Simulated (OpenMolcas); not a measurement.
## Cl⁵⁺: effect of the active space

* Program: OpenMolcas
* Method: SS-CASPT2 or its RAS form, IPEA 0.25 Eh, imaginary shift 0.1 Eh
* Basis: ANO-RCC-VTZP
* Scalar Hamiltonian: DKH2, point nucleus
* Spin-orbit coupling: RASSI with atomic mean-field integrals over the reference wave functions, term energies averaged over their components

A. 2 electrons in 4 orbitals (3s 3p); 2S+1 = 3 even, 3 roots; 2S+1 = 1 even, 7 roots; 2S+1 = 3 odd, 3 roots; 2S+1 = 1 odd, 3 roots; closed shells correlated: 2s 2p; CASPT2 step roughly 1.8 core-seconds
B. 2 electrons in 8 orbitals (3s 3p 4s 4p); 2S+1 = 3 even, 3 roots; 2S+1 = 1 even, 7 roots; 2S+1 = 3 odd, 3 roots; 2S+1 = 1 odd, 3 roots; closed shells correlated: 2s 2p; CASPT2 step about 3 core-seconds
C. 2 electrons in 9 orbitals (RAS2 3s 3p; RAS3 3d, at most 2 electrons); 2S+1 = 3 even, 3 roots; 2S+1 = 1 even, 7 roots; 2S+1 = 3 odd, 3 roots; 2S+1 = 1 odd, 3 roots; closed shells correlated: 2s 2p; CASPT2 step of the order of 5 core-seconds

Energies in cm⁻¹ above 3s² ¹S₀.

```tsv
Level	A	B	C
3s² ¹S₀	0.0	0.0	0.0
3s 3p ³P°₀	97519	97552	97341
3s 3p ³P°₁	98033	98067	97852
3s 3p ³P°₂	99090	99122	98903
3s 3p ¹P°₁	153120	152892	150963
3p² ³P₀	235760	235709	235356
3p² ³P₁	236320	236267	235913
3p² ³P₂	237177	237036	237020
3p² ¹D₂	240377	239309	231806
```

Among A to C the level of the table that moves most is 3p² ¹D₂, by 8600 cm-1 (lowest in C, highest in A).

Over all roots computed the reference weight is 0.93 to 1.00 in A, 0.92 to 1.00 in B; the roots of lowest weight are the least certain, and an intruder state may touch them. The ¹D term of p² mixes with s d, which this space lacks (holds for A; B). Active for correlation alone: 4p 4s; no level in the range computed is led by a configuration that fills them, so any true level of that kind is missing (holds for B). Active for correlation alone: 3d; no level in the range computed is led by a configuration that fills it, so any true level of that kind is missing (holds for C). Some terms mix strongly with configurations of 3d, whose occupation reaches 0.19 (3p² ¹D) (holds for C). Levels of configurations outside the active space are missing. The table leaves out levels that lie high or whose names do not pair safely across all columns.

° marks odd parity.
